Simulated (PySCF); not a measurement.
C₉H₇ (doublet state).
Atom-mapped SMILES: `[CH:1]#[C:2][C:3]1=[CH:4][CH:5]=[CH:6]/[C:7]1=[CH:8]/[CH2:9]` (hydrogens: H10 on C1; H11 on C4; H12 on C5; H13 on C6; H14 on C8; H15, H16 on C9)

Structure used (GFN2-xTB), in Å, numbered top down from 1:
```
atom  x, y, z in Å
C1     1.4697    2.5659   -0.2561
C2     0.6536    1.6763   -0.2639
C3    -0.3464    0.7104   -0.3075
C4    -1.6289    0.9110   -0.7669
C5    -2.3381   -0.3042   -0.6505
C6    -1.4919   -1.2749   -0.1140
C7    -0.2450   -0.7067    0.1194
C8     0.8760   -1.3874    0.6616
C9     2.0891   -0.8624    0.8990
H10    2.2029    3.3159   -0.2354
H11   -2.0229    1.8345   -1.1475
H12   -3.3653   -0.4503   -0.9331
H13   -1.7561   -2.2962    0.0885
H14    0.7006   -2.4318    0.8970
H15    2.8829   -1.4587    1.3148
H16    2.3122    0.1674    0.6832
```

Method used: UKS B3LYP, pcH-1 on C H, non-relativistic, mean-field spin-orbit, GIAO (PySCF 2.14.0). One conformer (not necessarily the lowest) at the GFN2-xTB geometry, without solvent, vibrations or thermal averaging. Couplings are sensitive to structure, and on GFN2-xTB geometries they can be far from those on DFT ones. The SCF solution wasn't tested for stability. ⟨S²⟩ is 0.787 where a pure state has 0.75.

Task: Give the principal g shifts and their parts.

Result: 
| Δg (ppm) | 1 | 2 | 3 |
| --- | --- | --- | --- |
| relativistic mass correction | -140 | -140 | -140 |
| gauge correction | 0 | 34 | 26 |
| orbital Zeeman/spin–orbit | 4 | 303 | 835 |
| total | -135 | 197 | 722 |

So g = 2.00218, 2.00252, 2.00304 and g_iso = 2.00258; the tensor is rhombic: the two nearest values differ by 39 % of g3 − g1. Axes: g1 is normal to the molecular plane, g2 points within 13° of the C7–C8 bond and g3 points within 9° of the C9–H16 bond.

Task: What are the electron Larmor frequencies g μB B/h along the three axes at 340 mT?

Result: 9.5278, 9.5294, 9.5319 GHz for g1, g2 and g3, a range of 4.1 MHz.

Task: What effective moment and Curie constant follow for a powder?

Result: With the mean of g² = 4.0103 and S(S+1) = 0.75: μ_eff = √(⟨g²⟩S(S+1)) = 1.734 μB and χT = 0.12505·⟨g²⟩·S(S+1) = 0.376 cm³ K/mol (cgs; spin-Hamiltonian part alone).

Task: How much does each term add to the isotropic shift?

Result: The orbital-Zeeman/spin–orbit term 381, the mass correction -140 and the gauge correction 20 ppm, for a total of 261 ppm. The orbital-Zeeman/spin–orbit term is the largest in size. The mass correction is the same along every axis, so the anisotropy comes from the other two: their spans along these axes are 34 (gauge) and 831 ppm (orbital Zeeman/spin–orbit).

Task: In a frozen sample, at which fields do the three g values resonate at 9.5, 34, 94 and 263 GHz (hyperfine left aside), and which band first spreads them over more than twice a line width of 0.3 mT?

Result: 
| band | GHz | B(g3) mT | B(g2) mT | B(g1) mT | spread mT |
| --- | --- | --- | --- | --- | --- |
| X | 9.5 | 338.86 | 338.95 | 339.01 | 0.15 |
| Q | 34.0 | 1212.77 | 1213.09 | 1213.29 | 0.52 |
| W | 94.0 | 3352.94 | 3353.82 | 3354.38 | 1.44 |
| J | 263.0 | 9381.11 | 9383.57 | 9385.13 | 4.02 |

The spread grows in proportion to the frequency. W band is the first where it exceeds 0.6 mT.

The Mulliken spin populations are largest on C5 (+0.43), C7 (+0.37), C9 (+0.37) and C3 (+0.20). The positive populations add up to 1.54 and the negative ones to -0.54, together 2S = 1.

The HOMO–LUMO gaps are 4.89 eV among the α and 1.96 eV among the β orbitals.
